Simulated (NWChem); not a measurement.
System: TiH4S3; SMILES [SH][TiH]([SH])[SH]

Excerpt of the output:

```
             Northwest Computational Chemistry Package (NWChem) 7.3.0
             --------------------------------------------------------

 C1  symmetry detected

                             Geometry "geometry" -> ""
                             -------------------------

 Output coordinates in angstroms (scale by  1.889725989 to convert to a.u.)

  No.       Tag          Charge          X              Y              Z
 ---- ---------------- ---------- -------------- -------------- --------------
    1 Ti                  22.0000    -0.02848292     0.00563132     0.37251176
    2 H                    1.0000     0.00639111    -0.04635789     2.04964069
    3 S                   16.0000    -0.45383762     2.15340051    -0.18907855
    4 H                    1.0000     0.68297103     2.13343871    -0.93063955
    5 S                   16.0000    -1.65976830    -1.41367788    -0.23186690
    6 H                    1.0000    -0.94564981    -2.31915916     0.49224712
    7 S                   16.0000     2.01492937    -0.74212481    -0.23538571
    8 H                    1.0000     2.46173686     0.14662415     0.69479146

 Effective nuclear repulsion energy (a.u.)     417.1329919135

                                 NWChem DFT Module
                                 -----------------

 Summary of "ao basis" -> "ao basis" (spherical)
 ------------------------------------------------------------------------------
       Tag                 Description            Shells   Functions and Types
 ---------------- ------------------------------  ------  ---------------------
 Ti                         def2-svp                11       31   5s3p2d1f
 H                          def2-svp                 3        5   2s1p
 S                          def2-svp                 8       18   4s3p1d

            General Information
            -------------------
          SCF calculation type: DFT
          Wavefunction type:  closed shell.
          No. of atoms     :     8
          No. of electrons :    74
           Alpha electrons :    37
            Beta electrons :    37
          Charge           :     0
          Spin multiplicity:     1
          Use of symmetry is: off; symmetry adaption is: off
          Maximum number of iterations: 150
          AO basis - number of functions:   105
                     number of shells:    47
          Convergence on energy requested:  1.00D-06
          Convergence on density requested:  1.00D-05
          Convergence on gradient requested:  5.00D-04

              XC Information
              --------------
                      r^2SCAN Method XC Functional
               r^2SCAN metaGGA Exchange Functional  1.000
                     r^2SCAN Correlation Potential  1.000

             Grid Information
             ----------------
          Grid used for XC integration:  xfine
          Radial quadrature: Mura-Knowles
          Angular quadrature: Lebedev.
          Tag              B.-S. Rad. Rad. Pts. Rad. Cut. Ang. Pts.
          ---              ---------- --------- --------- ---------
          Ti                  1.40      160          11.0      1454
          H                   0.35      100          13.0      1202
          S                   1.00      125          12.0      1454
          Grid pruning is: on
          Number of quadrature shells:   935
          Spatial weights used:  Erf1

      Superposition of Atomic Density Guess
      -------------------------------------

 Sum of atomic energies:       -2042.29761797

      Non-variational initial energy
      ------------------------------

 Total energy =   -2042.922624
 1-e energy   =   -3644.275349
 2-e energy   =    1184.219733
 HOMO         =      -0.322128
 LUMO         =       0.014641

     ---------------------------------------------
      Total Density - Mulliken Population Analysis
     ---------------------------------------------

    Atom       Charge   Shell Charges
 -----------   ------   -------------------------------------------------------
    1 Ti  22    20.27   2.00  2.00  2.00  0.61  0.05  6.00  5.99  0.58  0.39  0.64  0.02
    2 H    1     1.39   0.80  0.59  0.00
    3 S   16    16.68   2.00  1.99  1.21  0.63  5.94  1.92  2.96  0.02
    4 H    1     0.78   0.56  0.18  0.03
    5 S   16    16.67   2.00  1.99  1.21  0.64  5.94  1.92  2.94  0.02
    6 H    1     0.77   0.56  0.18  0.03
    7 S   16    16.66   2.00  1.99  1.21  0.63  5.94  1.92  2.94  0.02
    8 H    1     0.77   0.56  0.18  0.03

[...]

                         DFT ENERGY GRADIENTS

    atom               coordinates                        gradient
                 x          y          z           x          y          z
   1 Ti     -0.053825   0.010642   0.703945   -0.000557  -0.000049  -0.000304
   2 H       0.012077  -0.087604   3.873259   -0.000072   0.000135  -0.002672
   3 S      -0.857629   4.069337  -0.357307    0.000689  -0.002510   0.000891
   4 H       1.290628   4.031615  -1.758654   -0.000235  -0.000112   0.000008
   5 S      -3.136507  -2.671464  -0.438165    0.002583   0.001720   0.001144
   6 H      -1.787019  -4.382575   0.930212   -0.000424  -0.000140  -0.000058
   7 S       3.807664  -1.402413  -0.444814   -0.002308   0.001393   0.001101
   8 H       4.652008   0.277079   1.312965    0.000323  -0.000437  -0.000110
```

Level: r2SCAN/def2-SVP. Structure relaxed at the PBE0/def2-SVP level. No frequency run checked for a minimum.

Question: Which NWChem input produces such a log?

Answer: Several could match; the one computed here: the input that was run:
```
start job
memory heap 200 mb stack 900 mb global 1100 mb
geometry units angstroms noautoz
  Ti     0.024243     0.037499     0.358347
  H      0.157840    -0.282838     2.000363
  S     -0.858369     2.111105     0.184057
  H      0.217770     2.452786    -0.569484
  S     -1.313847    -1.572076    -0.453803
  H     -0.393067    -2.414884     0.090294
  S      2.141885    -0.154348    -0.405197
  H      2.447198     0.641825     0.656704
end
basis spherical
  Ti library def2-svp
  H library def2-svp
  S library def2-svp
end
dft
  xc r2scan
  grid xfine
  iterations 150
  mulliken
end
task dft gradient
```
